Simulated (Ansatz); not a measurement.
Gas-phase electronic energies from Ansatz, PBE0-D4/def2-TZVP geometries. CCSD(T)/CBS adds triple-zeta CCSD(T) − MP2 to the extrapolated MP2 energy (def2 sets, frozen cores). This one scheme is used for every species. DFT in def2-TZVPP. B3LYP here is the variant with VWN-RPA as its local correlation; programs differ in this. For Ge outer-core shells are correlated without core-valence functions, which leaves a few kJ/mol of doubt a bond. Scalar relativity is left out up to krypton. One conformer a species, not always the lowest.

Reaction (cleavage of the Si–Ge bond): `O[SiH](Cl)[GeH3]` + CH₃OH → `CO[SiH](O)Cl` + GeH₄

`O[SiH](Cl)[GeH3]`:

Cartesian coordinates in Å:
```
O -0.897 -1.814 -0.492
Si -0.445 -0.688 0.609
Cl 1.059 -1.421 1.820
Ge 0.395 1.300 -0.395
H -0.246 -2.115 -1.128
H -1.637 -0.476 1.459
H -0.690 1.986 -1.242
H 1.579 0.946 -1.312
H 0.882 2.282 0.681
```

CH₃OH:

```xyz
6

C    -0.051    0.314    0.160
O    -0.395   -0.958   -0.340
H    -0.954    0.741    0.596
H     0.300    0.992   -0.628
H     0.714    0.262    0.944
H     0.386   -1.353   -0.732
```

`CO[SiH](O)Cl`:

```xyz
10

C     0.331   -1.337    0.895
O     0.344   -0.564   -0.286
Si   -0.027    1.010   -0.414
O    -0.090    1.417   -1.982
Cl   -1.840    1.318    0.514
H    -0.651   -1.306    1.377
H     0.560   -2.368    0.624
H     1.086   -0.987    1.606
H     0.957    1.898    0.225
H    -0.670    0.920   -2.561
```

GeH₄:

Cartesian coordinates in Å:
```
Ge 0.000 0.000 0.000
H -1.217 0.933 -0.036
H -0.435 -1.422 -0.376
H 0.599 -0.005 1.412
H 1.053 0.494 -1.001
```

```tsv
level	ΔE (kJ/mol)
r2SCAN-D4	-109.7
B3LYP-D4	-110.4
ωB97X-V	-111.8
ωB97M-V	-114.2
B2PLYP	-114.5
PBE	-90.3
CCSD/def2-TZVPP	-115.0
HF/CBS(def2)	-134.0
```

Task: What does CCSD(T)/CBS give? (Estimate.)

Result: Ansatz gave: -109.9 kJ/mol. The listed levels differ from it by 0.2, -0.5, -1.9, -4.3, -4.6, 19.6, -5.1, -24.1 kJ/mol.

Largest T1 diagnostic among the species: 0.012.

In def2-TZVPP, CCSD(T) changes the Hartree–Fock value by +18.8 kJ/mol (the triples alone add +1.9 kJ/mol) and MP2 by +15.1 kJ/mol. From PBE to PBE0 (25 % exact exchange), in def2-TZVPP and without D4, ΔE moves by −7.4 kJ/mol.
